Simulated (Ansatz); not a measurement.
Reaction (cleavage of the Si–Sn bond): `O[SiH2][SnH2][Cl]` + `[OH][GeH3]` → `O[SiH2][O][GeH3]` + `[Cl][SnH3]`

Isolated molecules relaxed with PBE0-D4/def2-TZVP in Ansatz; ΔE leaves out vibrations. CBS: MP2 limit from def2 TZ/QZ plus the TZ coupled-cluster correction, frozen cores. Functionals use def2-TZVPP. B3LYP here is the variant with VWN-RPA as its local correlation; programs differ in this. Elements past krypton have def2 core potentials. For Ge, Sn outer-core shells are correlated without core-valence functions, which leaves a few kJ/mol of doubt a bond. Scalar relativity is left out up to krypton. Each species was taken in one conformer, which may not be the lowest.

`O[SiH2][SnH2][Cl]`:

Z-matrix (Å, degrees):
```
Si
Sn 1 2.578
O 1 1.640 2 104.8
H 1 1.487 2 109.2 3 120.8
H 1 1.483 2 111.9 3 -118.4
Cl 2 2.375 1 95.9 3 -15.4
H 2 1.706 1 119.4 3 94.7
H 2 1.706 1 119.7 3 -125.8
H 3 0.964 1 116.0 2 19.1
```

`[OH][GeH3]`:

```xyz
6

O    -1.207   -0.130   -0.640
Ge    0.272    0.124    0.323
H    -1.037   -0.596   -1.461
H    -0.212    0.870    1.569
H     1.283    0.965   -0.480
H     0.902   -1.234    0.688
```

`O[SiH2][O][GeH3]`:

Z-matrix (Å, degrees):
```
Si
O 1 1.628
O 1 1.644 2 112.9
H 1 1.482 2 110.8 3 -116.3
H 1 1.484 2 106.1 3 121.5
Ge 2 1.779 1 133.2 3 63.6
H 3 0.958 1 117.7 2 70.5
H 6 1.538 2 108.6 1 31.5
H 6 1.536 2 108.0 1 -89.1
H 6 1.533 2 105.7 1 151.5
```

`[Cl][SnH3]`:

```xyz
5

Cl    0.821   -1.865   -0.682
Sn   -0.071    0.160    0.059
H     0.350    1.316   -1.115
H     0.649    0.467    1.568
H    -1.750   -0.079    0.170
```

Question: Is it downhill or uphill in electronic energy at CCSD(T)/CBS, and by how much? (Best estimate.)

Answer: The calculation gave: Downhill: ΔE = -99.8 kJ/mol.

Question: What do these levels give: B3LYP-D4, B2PLYP, PBE, r2SCAN, PBE0, B3LYP, MP2/def2-TZVPP, SCS-MP2/def2-TZVPP, CCSD/def2-TZVPP, HF/def2-QZVPP, MP2/CBS(def2), CCSD/CBS(def2)? (An estimate is asked.)

Answer: Ansatz gave: B3LYP-D4 -98.1, B2PLYP -105.8, PBE -78.1, r2SCAN -96.8, PBE0 -88.6, B3LYP -100.8, MP2/def2-TZVPP -107.6, SCS-MP2/def2-TZVPP -113.5, CCSD/def2-TZVPP -111.8, HF/def2-QZVPP -135.3, MP2/CBS(def2) -99.3, CCSD/CBS(def2) -103.5 kJ/mol.

Largest T1 diagnostic among the species: 0.012.

From PBE to PBE0 (25 % exact exchange), in def2-TZVPP and without D4, ΔE moves by −10.5 kJ/mol. In def2-TZVPP, CCSD(T) changes the Hartree–Fock value by +25.3 kJ/mol (the triples alone add +3.6 kJ/mol) and MP2 by +25.8 kJ/mol.
